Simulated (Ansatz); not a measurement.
System: C2H7BO2, charge 0, multiplicity 1. 
Coordinates optimised at B3LYP-D3(BJ)/def2-TZVP (Ansatz, a quantum-chemistry and plane-wave program):
```xyz
12

B      0.1629     0.7393     0.2257
O      0.7528    -0.4510    -0.0634
C      2.1594    -0.6318     0.0074
O     -1.1821     0.8705     0.1461
C     -2.0056    -0.2281    -0.2401
H      0.8032     1.6932     0.5545
H      2.6654     0.2863     0.3142
H      2.5289    -0.9350    -0.9732
H      2.3807    -1.4214     0.7269
H     -1.7481    -0.5755    -1.2423
H     -1.8962    -1.0615     0.4562
H     -3.0366     0.1207    -0.2301
```

Basis-set convergence of Hartree-Fock and CCSD correlation energies (hartree) with Ansatz. Correlated levels leave the core frozen unless marked. Spin-orbit coupling is left out. No relativistic terms.

```csv
basis,functions,E(HF),"E(corr, CCSD)"
cc-pVDZ,105,-254.31520,-0.78691
cc-pVTZ,248,___,___
```

Fill in the missing entries.


- cc-pVTZ, E(HF): -254.39974
- cc-pVTZ, E(corr, CCSD): -0.96026
